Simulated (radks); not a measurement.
Species: B I. Configuration: [He] 2s2 2p1.

All-electron calculation, scalar-relativistic Kohn-Sham, r2SCAN, spin-polarised, spherical densities, finite nucleus; open shells are filled with parallel spins first; meta-GGA in the generalised Kohn-Sham scheme; Fermi nuclear charge, rms radius 2.406 fm. Program: a radial shooting solver on a logarithmic mesh with Libxc functionals.

Energy parts (hartree):
| part | energy |
|---|---|
| total | -24.62923 |
| kinetic | 24.54854 |
| electron-nucleus | -56.91977 |
| Hartree | 11.57438 |
| exchange-correlation | -3.83238 |

Orbitals (lengths in bohr, moments of r in powers of bohr; <r^-3> diverges for s and p1/2; r(max) is where P^2 peaks):
| orbital | occ. | eigenvalue (hartree) | <r^4> | r(max) | <r^-3> |
|---|---|---|---|---|---|
| 1s up | 1 | -6.75570 | 0.05741 | 0.2105 | - |
| 1s down | 1 | -6.74334 | 0.05648 | 0.2104 | - |
| 2s up | 1 | -0.38650 | 39.25 | 1.513 | - |
| 2s down | 1 | -0.32489 | 44.12 | 1.536 | - |
| 2p up | 1 | -0.14806 | 96.54 | 1.588 | 0.7964 |
| 2p down | 0 | -0.09479 | 101.3 | 1.656 | 0.7413 |

The highest occupied level is 2p up at -4.029 eV. The spin density at the nucleus is -0.00064 e/bohr^3 (1s -0.09556, 2s 0.09492). Summed over all electrons, <r^2> = 16.02 bohr^2, which gives a Langevin (diamagnetic) susceptibility term of -12.7 x 10^-6 cm^3/mol. The electron density at the nucleus is 73.1 e/bohr^3 (large components only). Spin moment in Bohr magnetons: 1.

Run on one thread of a shared host, so times are rough (Intel(R) Xeon(R) Platinum 8259CL CPU @ 2.50GHz): 0.16 s of CPU time, 0.16 s wall, 18 iterations on 2208 mesh points.
